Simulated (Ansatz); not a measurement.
Geometry optimisation, RKS PBE-D4/def2-SVP (Ansatz).

The input (input.yaml):

```yaml
crystal:
  periodic: [false, false, false]
  atoms:
    - { symbol: Zr, position_ang: [0.0, 0.0, 0.0] }
    - { symbol: O, position_ang: [0.0, 0.0, 2.42] }
    - { symbol: H, position_ang: [-0.9095, -0.2814, 2.7571] }
    - { symbol: Cl, position_ang: [2.3764, 0.0, -0.8392] }
    - { symbol: Cl, position_ang: [-1.1869, 2.0563, -0.8392] }
    - { symbol: Cl, position_ang: [-1.1869, -2.0563, -0.8392] }
    - { symbol: Si, position_ang: [1.5188, -2.3064, 0.9176] }
    - { symbol: H, position_ang: [0.7001, -3.509, 0.7954] }
    - { symbol: H, position_ang: [2.722, -2.4528, 0.1037] }
    - { symbol: H, position_ang: [1.8974, -2.1161, 2.3147] }
    - { symbol: H, position_ang: [0.7523, -1.1424, 2.1872] }
basis:
  gaussian: { orbitals: def2-SVP }
hamiltonian:
  xc: pbe
  dispersion: d4
relax:
  f_tol: 0.15
  max_steps: 25
  restrain:
    - { distance: [0, 6], at: 3.81, k: 30.0 }
    - { distance: [10, 1], at: 2.21, k: 30.0 }
    - { distance: [0, 1], at: 2.07, k: 30.0 }
    - { distance: [10, 6], at: 1.46, k: 30.0 }
```

Command:

```bash
$ ansatz run input.yaml --threads 4 --pin off --max-ram 5120MiB --backend cpu --events-out ev --progress --plain --runs-dir out
```

Question: Where does it end, and by what steps?

Answer: The forces met the threshold. The restraints hold the end off the free minimum; the threshold counts their pulls, which the force column leaves out. Restrained pairs: Zr1–Si7 (2.91 → 3.81 Å), O2–H11 (1.39 → 2.22 Å), Zr1–O2 (2.42 → 2.00 Å), Si7–H11 (1.89 → 1.48 Å). After 13 steps the energy has fallen by 3.737 eV (the restraints' own energy left out); H10 moved furthest, 0.97 Å.

```csv
step,energy less start (eV),largest force component (eV/Å),accepted
0,0.0000,1.879,yes
1,0.4414,3.291,yes
2,0.0882,3.809,yes
3,-1.4326,3.080,yes
4,-2.6277,1.786,yes
5,-3.2360,1.994,yes
6,-3.5564,1.914,yes
7,-3.6615,1.817,yes
8,-3.6846,2.008,yes
9,-3.7115,2.218,yes
10,-3.7225,1.851,yes
11,-3.7349,2.058,yes
12,-3.6732,2.103,no
13,-3.7366,2.087,yes
```

```xyz
11
Properties=species:S:1:pos:R:3
Zr -0.195 0.308 -0.071
O -0.493 0.298 1.908
H -0.329 -0.042 2.802
Cl 2.050 0.739 -0.621
Cl -1.469 2.063 -0.956
Cl -0.926 -1.669 -1.118
Si 1.611 -2.707 1.397
H 0.690 -3.889 1.320
H 2.449 -2.608 0.157
H 2.499 -2.821 2.606
H 0.797 -1.479 1.555
```

The run took 29 s on 4 threads of Arm Neoverse V2, with other jobs on the host, peak memory 0.23 GiB.
